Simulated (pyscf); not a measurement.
## `[CH3][Sn]([OH])([OH])[OH]`, singlet

Gas-phase minimum from PySCF at ωB97X-D3(BJ)/def2-SVP, one conformer. 

```
Sn
O 1 1.9762
H 2 0.9655 1 111.18
O 1 1.9763 2 105.96 3 -107.70
H 4 0.9655 1 111.21 2 5.87
O 1 1.9768 2 105.85 3 4.69
H 6 0.9655 1 111.20 2 -108.17
C 1 2.1102 2 112.81 3 128.63
H 8 1.0985 1 109.18 2 -102.88
H 8 1.0985 9 109.82 1 119.60
H 8 1.0986 9 109.81 10 120.83
```

Properties at ωB97X-D3(BJ)/def2-SVP:

- Harmonic wavenumbers, unscaled: 58, 95, 99, 159, 160, 190, 203, 205, 290, 567, 645, 647, 647, 776, 776, 832, 840, 840, 1243, 1445, 1445, 3093, 3216, 3216, 3893, 3893, 3894 cm⁻¹
- Zero-point energy: 47.7 kcal/mol
- Rotational symmetry number: 3
- Entropy of this conformer at 298 K and 1 atm, rigid rotor and harmonic oscillator, modes under 100 cm⁻¹ raised to 100: 387.6 J/(mol K)
- Dipole moment: 0.24 D

Single-point totals, which compare only within one level:

```csv
level,total energy (hartree)
ωB97X-D3(BJ)/def2-TZVP,-482.01564
PBE/def2-TZVP,-481.57660
r²SCAN/def2-TZVP,-481.82126
B3LYP-D3(BJ)/def2-TZVP,-481.96338
PBE0-D3(BJ)/def2-TZVP,-481.59292
M06-2X/def2-TZVP,-481.70795
ωB97M-D3(BJ)/def2-TZVP,-481.96803
```

Soft torsions are taken as harmonic, which can shift the entropy by several J/(mol K). Elements past Kr carry the def2 core potentials, without spin-orbit coupling.
